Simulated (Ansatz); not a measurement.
Total energies of Sr₈O₈ (started as a model of: 2x2x4 SrO rock-salt block) from Ansatz at PBE0-D4/def2-SVP, gas phase (1 Eh = 27.2114 eV = 2625.5 kJ/mol). The reference geometry is relaxed at r2SCAN-D4/def2-SVP.

Cartesian coordinates in Å:
```
Sr 0.010 -3.867 0.994
O -0.209 -1.993 -0.438
Sr -0.487 -0.216 -2.107
O -0.664 1.785 -3.381
O 1.848 -2.839 1.894
Sr 1.882 -1.026 0.354
O 1.464 0.876 -1.138
Sr 1.298 2.703 -2.636
O -1.147 -2.673 2.569
Sr -1.646 -0.831 1.149
O -1.709 1.051 -0.422
Sr -2.009 2.886 -1.890
Sr 0.701 -1.723 3.533
O 0.454 0.065 1.999
Sr 0.251 2.072 0.603
O -0.038 3.727 -1.082
```

| state | geometry | energy (Eh) |
| --- | --- | --- |
| charge 0 singlet | reference | -847.26905 |
| charge 1 doublet | reference | -847.05773 |
| charge 1 doublet | relaxed at r2SCAN-D4/def2-SVP | -847.06474 |
| charge -1 doublet | reference | -847.27074 |
| free Sr atom (singlet) | – | -30.66764 |
| free O atom (triplet) | – | -74.92490 |

In the def2 sets Sr takes a core potential; there is no spin–orbit coupling.

(1) Work out the vertical ionisation energy to the doublet.

(2) Work out the vertical electron affinity, to the doublet.

(3) Give the fundamental gap IE − EA, the Mulliken electronegativity (IE + EA)/2 and the hardness (IE − EA)/2.

(4) How much does the charge 1 doublet relax, and what is the adiabatic ionisation energy?

(5) What is the binding energy per atom against free atoms?

(1) E(charge 1 doublet) − E(charge 0 singlet) = -847.05773 − (-847.26905) = 0.21132 Eh = 5.75 eV. For comparison, −ε of the highest occupied level is 4.63 eV at this level, 1.12 eV less.

(2) E(charge 0 singlet) − E(charge -1 doublet) = -847.26905 − (-847.27074) = 0.00169 Eh = 0.05 eV; so near zero that its sign isn't settled. The basis lacks diffuse functions, which makes affinities too small.

(3) From the values in Eh: IE − EA = 0.21132 − 0.00169 = 0.20963 Eh = 5.70 eV; (IE + EA)/2 = 2.90 eV; (IE − EA)/2 = 2.85 eV. The HOMO–LUMO gap of the same run is 3.95 eV, 1.75 eV smaller than the fundamental gap.

(4) Relaxation: -847.05773 − (-847.06474) = 0.00701 Eh = 0.19 eV. Adiabatic ionisation energy: 0.20431 Eh = 5.56 eV, without zero-point energy. 

(5) Atoms: 8 × (-30.66764) + 8 × (-74.92490) = -844.74032 Eh. Binding: -844.74032 − (-847.26905) = 2.52873 Eh = 68.81 eV, or 4.30 eV for each of 16 atoms (no zero-point energy, no counterpoise term).

At PBE0-D4/def2-SVP the highest occupied level of the charge -1 doublet lies above zero (up to 0.64 eV). Energy differences put its binding near zero (0.05 eV; vertical, to the charge 0 singlet, at PBE0-D4/def2-SVP), which leaves it undecided.
